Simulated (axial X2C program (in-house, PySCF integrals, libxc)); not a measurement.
# Spin–orbit effects down a group: molecules with H (ions), HF

All values come from calculations with an in-house all-electron X2C program for linear molecules (integrals from PySCF), spin-free (one-electron X2C) or two-component (2c: spin–orbit coupling with atomic mean-field Coulomb and Gaunt terms, which also bring small scalar terms), in Dyall basis sets with cores contracted in-house; open shells are unrestricted.

Basis sets: Al dyall-v3z, B dyall-v3z, Ga dyall-cv3z, H dyall-v3z, In dyall-cv3z.

| molecule | spin-free state | Re (Å) | ωe (cm⁻¹) | De (eV) | 2c state | Re 2c (Å) | ωe 2c (cm⁻¹) | De 2c (eV) |
| --- | --- | --- | --- | --- | --- | --- | --- | --- |
| BH⁺ | M_S = 1/2, Λ = 0 | 1.186 | 2718.8 | 2.31 | Ω = 1/2 | 1.186 | 2718.7 | 2.31 |
| AlH⁺ | M_S = 1/2, Λ = 0 | 1.594 | 1760.3 | 0.62 | Ω = 1/2 | 1.594 | 1759.7 | 0.62 |
| GaH⁺ | M_S = 1/2, Λ = 0 | 1.638 | 1326.5 | 0.17 | Ω = 1/2 | 1.639 | 1323.2 | 0.17 |
| InH⁺ | M_S = 1/2, Λ = 0 | 1.827 | 1072.7 | 0.07 | Ω = 1/2 | 1.826 | 1077.3 | 0.07 |

Fragments in 2c: B+ + H, Al+ + H, Ga+ + H, In+ + H. Each entry is the lowest single determinant of a limited PBE0 search at one distance. De goes to single-determinant-based atoms at the same level (for ions the charge split of lowest energy) and is withheld (n/a) where an atom does not fit its ground term or J level. Main or longest-lived isotopes.
